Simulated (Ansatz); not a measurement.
Consider the ligand exchange at the Sn–C bond: `C#[C][SnH]([CH3])[CH3]` + H–F → `C#[C][SnH]([CH3])[F]` + CH₄.

Isolated molecules relaxed with PBE0-D4/def2-TZVP in Ansatz; ΔE leaves out vibrations. CCSD(T)/CBS adds triple-zeta CCSD(T) − MP2 to the extrapolated MP2 energy (def2 sets, frozen cores). This one scheme is used for every species. DFT in def2-TZVPP. def2 core potentials past Kr. For Sn outer-core shells are correlated without core-valence functions, which leaves a few kJ/mol of doubt a bond.

(1) Is it downhill or uphill in electronic energy at CCSD(T)/CBS, and by how much? (An estimate is asked.)

(2) What do these levels give: PBE-D4, ωB97X-V, ωB97M-V, r2SCAN, MP2/def2-QZVPP, HF/CBS(def2)? (An estimate is asked.)

Largest T1 diagnostic among the species: 0.013.

## Answers

(1) The calculation gave: Downhill: ΔE = -76.7 kJ/mol.

(2) Computed: PBE-D4 -84.2, ωB97X-V -90.6, ωB97M-V -85.8, r2SCAN -94.4, MP2/def2-QZVPP -71.9, HF/CBS(def2) -105.5 kJ/mol.

The D4 term adds +6.8 kJ/mol with B3LYP and +3.9 kJ/mol with PBE0; it sums over pairs of atoms, weighted by their polarisabilities, and B3LYP, whose exchange is more repulsive, gets the larger term. From PBE to PBE0 (25 % exact exchange), in def2-TZVPP and without D4, ΔE moves by +5.3 kJ/mol.

B3LYP here is the variant with VWN-RPA as its local correlation; programs differ in this.
